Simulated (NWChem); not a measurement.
CH4AlCl; SMILES [CH3][AlH][Cl]

```xyz
7

Al    -0.5993     0.4647    -0.0007
H     -2.1817     0.4513    -0.0009
Cl     0.3272    -1.4507     0.0006
C      0.5408     2.0514    -0.0012
H      1.2000     2.0662    -0.8786
H      1.1938     2.0708     0.8806
H     -0.0479     2.9762    -0.0056
```
Atoms are numbered in this order, from 1.

Level: B3LYP/6-31G* (spherical d) (NWChem), optimised geometry, unscaled harmonic frequencies. B3LYP is NWChem's, with the RPA form of VWN correlation.

```csv
frequency (cm⁻¹),IR intensity (km/mol)
6,0.0
168,6.4
389,55.3
483,55.0
604,26.3
665,90.1
705,95.5
778,218.2
1282,16.6
1486,2.1
1486,2.0
1964,190.7
3038,2.2
3107,6.9
3120,10.6
```

```yaml
zero_point_energy: 27.6 kcal/mol
thermal correction to the enthalpy at 298.15 K (with zero-point energy): 31.6 kcal/mol
heat capacity Cv: 16.4 cal/(mol K)
entropy at 298.15 K and 1 atm (symmetry number 1): 78.4 cal/(mol K)
dipole_moment: 2.25 D
```

Rigid rotor and harmonic oscillator; modes under 100 cm⁻¹ make the entropy uncertain.
